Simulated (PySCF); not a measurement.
Gas-phase equilibrium of 1 mol AsH3, 39 mol H2 at 600 K and 1.01 bar, among 7 species (As, AsH3, As2, H, H2, As4, AsH2). Only gases are allowed; each row takes one source of thermochemistry for all species, and Cantera finds the minimum.

Computed with PySCF and rigid-rotor harmonic-oscillator thermochemistry at 1 bar. † marks an energy on the PBE0/def2-TZVP geometry and frequencies; other levels use their own. MP2 freezes the core. Open shells (unrestricted) among the columns below: As (multiplicity 4), AsH2 (multiplicity 2); the rest are closed-shell singlets. As: all electrons, no relativistic terms. AsH2: computed as isolated molecules; such fragments, hydroxides, amides, oligomers or adducts are transient or little studied in the gas. MP2 isn't extrapolated to the basis-set limit. The harmonic model lacks anharmonicity and excited electronic states, which grow with temperature; levels with a mode under 35 cm⁻¹ are left out.

Molecules larger than those listed are left out.

Mole fractions:

```csv
thermochemistry,x H2,x As,x As4,x AsH3,x AsH2
HF/def2-TZVP†,0.98,0.0062,0.0031,0.0051,0.00085
M06-2X/def2-TZVP†,0.99,<1e-12,0.0061,1.0e-7,5.8e-11
MP2/def2-SVP†,0.99,<1e-12,0.0061,5.1e-6,2.0e-10
MP2/def2-TZVPP†,0.99,<1e-12,0.0061,2.8e-8,<1e-12
PBE0/def2-TZVP,0.99,<1e-12,0.0061,8.3e-6,1.9e-10
r2SCAN/def2-TZVP†,0.99,<1e-12,0.0061,2.2e-6,1.0e-10
```
The most sensitive of these is As: it spans a factor of 10^9.8 over these rows; at this temperature one factor of ten is RT ln 10 = 11 kJ/mol.
